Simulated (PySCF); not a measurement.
# Ba: excitation energy

Ba [Xe] 6s2 (1S) → Ba [Xe] 5d1 6s1 (3D), as a difference of total energies. Computed with PySCF 2.14 in def2-TZVPPD with the def2 core potential (46 electrons) (6s4p3d1f, 40 functions), with a scalar-relativistic core potential. Correlated levels: valence and next inner shell: nothing frozen outside the core potential. The calculations carry no spin-orbit coupling.

```csv
method,excitation energy (eV)
UHF,0.858
MP2 (valence and next inner shell),1.360
SCS-MP2 (valence and next inner shell),1.420
CCSD (valence and next inner shell),1.336
CCSD(T) (valence and next inner shell),1.378
```

Q: How much does correlation contribute at CCSD(T) (valence and next inner shell)?

A: 1.378 − (0.858) = 0.520 eV, measured against UHF.

Errors of the correlated levels include the incompleteness of this basis.

For comparison: 1.160 eV (measured; NIST levels, between the centres of gravity of the two terms).
